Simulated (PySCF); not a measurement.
Ga(Me)2(Cl) cation (C2H6ClGa), SMILES [CH3][Ga]([Cl])[CH3] (connectivity only; charge and spin as stated), charge +1, multiplicity 2. Atoms are numbered in the order given.

```xyz
10

Ga    -0.0617     0.2095    -0.1225
C     -1.8520    -0.9953    -0.4483
H     -1.3770    -1.8502    -0.9491
H     -2.5055    -0.3607    -1.0558
H     -2.1335    -1.1417     0.6037
C     -0.3073     1.9541    -1.0082
H     -0.4533     1.7695    -2.0814
H      0.6288     2.4958    -0.7996
H     -1.1818     2.4409    -0.5550
Cl     1.2878    -0.9176     1.0221
```
Charge +1, spin multiplicity 2.

Coordinates come from a TPSSh-D3(BJ)/def2-SVP optimisation. The spin state was assumed, not searched. The isomer is the one that the SMILES or the coordinates give; other isomers of the formula were not compared.

Computed with PySCF with M06-2X/def2-TZVP.

ESP charges are fitted to the potential on shells at 1.4 to 2.0 van der Waals radii. Atomic charges (e):

| atom | Mulliken | ESP fit | Löwdin | meta-Löwdin | Mulliken spin |
|---|---|---|---|---|---|
| Ga1 | 0.72 | 0.69 | … | 0.85 | 0.10 |
| C2 | -0.41 | -0.31 | … | -0.31 | 0.71 |
| H3 | 0.23 | 0.20 | … | 0.19 | -0.01 |
| H4 | 0.22 | 0.20 | … | 0.18 | -0.02 |
| H5 | 0.23 | 0.20 | … | 0.19 | -0.01 |
| C6 | -0.54 | -0.50 | … | -0.49 | 0.18 |
| H7 | 0.21 | 0.20 | … | 0.18 | 0.00 |
| H8 | 0.22 | 0.22 | … | 0.18 | 0.01 |
| H9 | 0.21 | 0.20 | … | 0.18 | 0.00 |
| Cl10 | -0.09 | -0.09 | … | -0.14 | 0.06 |

Problem. Complete the blanks. (An estimate is asked for; the answer gives what the named calculation found.)

Solution. 
- Ga1, Löwdin: 0.21
- C2, Löwdin: -0.15
- H3, Löwdin: 0.16
- H4, Löwdin: 0.15
- H5, Löwdin: 0.16
- C6, Löwdin: -0.38
- H7, Löwdin: 0.16
- H8, Löwdin: 0.17
- H9, Löwdin: 0.16
- Cl10, Löwdin: 0.35
